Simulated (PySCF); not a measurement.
A structure optimised at PBE-D3(BJ)/def2-TZVPD, used in a PySCF frequency run:

```xyz
3

B      0.0000     0.0000    -0.8429
N      0.0000     0.0000     0.4016
H      0.0000     0.0000     1.4028
```
Charge 0, spin multiplicity 2.

Write its SMILES, formula and point group.

[B]=N, BHN, C∞v

What are its rotational constants (standard atomic weights)?

42.986 GHz (linear rotor, B only)
